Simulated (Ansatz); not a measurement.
`[Cl][Ga-]1([Cl])[O]C=CC=[O+]1` + H–F → `[F][Ga-]1([Cl])[O]C=CC=[O+]1` + HCl at 500 K and 1 bar (ligand exchange at a Ga–Cl bond).

Isolated molecules relaxed with PBE0-D4/def2-TZVP in Ansatz; ΔE leaves out vibrations. CCSD(T)/CBS is the MP2 limit (def2-TZVPP, def2-QZVPP) plus CCSD(T) − MP2 in def2-TZVPP, frozen cores. This one scheme is used for every species. For Ga outer-core shells are correlated without core-valence functions, which leaves a few kJ/mol of doubt a bond. Scalar relativity is left out up to krypton.

| species | CCSD(T)/CBS energy (Eh) | H − E (kJ/mol) | S (J/(mol·K)) |
| --- | --- | --- | --- |
| `[Cl][Ga-]1([Cl])[O]C=CC=[O+]1` | -3109.96110 | 218.1 | 481.5 |
| H–F | -100.39570 | 39.4 | 188.7 |
| `[F][Ga-]1([Cl])[O]C=CC=[O+]1` | -2749.96297 | 219.0 | 474.6 |
| HCl | -460.38127 | 32.5 | 201.9 |

H − E and S are ideal-gas, rigid-rotor, harmonic terms from PBE0-D4/def2-TZVP. 1 Eh = 2625.50 kJ/mol, R = 8.31446 J/(mol·K).

**Question.** By hand: ΔE, ΔH, ΔS and ΔG.

**Answer.** ΔE = (-2749.96297) + (-460.38127) − (-3109.96110) − (-100.39570) = 0.01256 Eh = 33.0 kJ/mol. Δ(H − E) = 219.0 + 32.5 − 218.1 − 39.4 = -6.0, so ΔH = 27.0 kJ/mol. ΔS = 474.6 + 201.9 − 481.5 − 188.7 = 6.3 J/(mol·K). ΔG = 27.0 − 500 × (6.3)/1000 = 23.9 kJ/mol.

**Question.** By hand: the equilibrium constant, and the temperature at which ΔG would vanish if ΔH and ΔS stayed fixed.

**Answer.** log₁₀ K = −ΔG/(RT ln 10) = -2.5. ΔG = 0 at ΔH/ΔS = 4286 K, far beyond where these terms or the molecules hold.

The number of gas molecules stays the same, so ΔS is small and ΔH decides. A doubt of 5 kJ/mol in ΔE shifts log₁₀ K by 0.5 here. Modes under 60 cm⁻¹, often nearly free rotors, make the harmonic entropy too high. These are equilibria of isolated gas molecules and say nothing of rates. Largest T1 diagnostic: 0.017 (customary marks: 0.02 for closed shells, 0.045 for open ones).
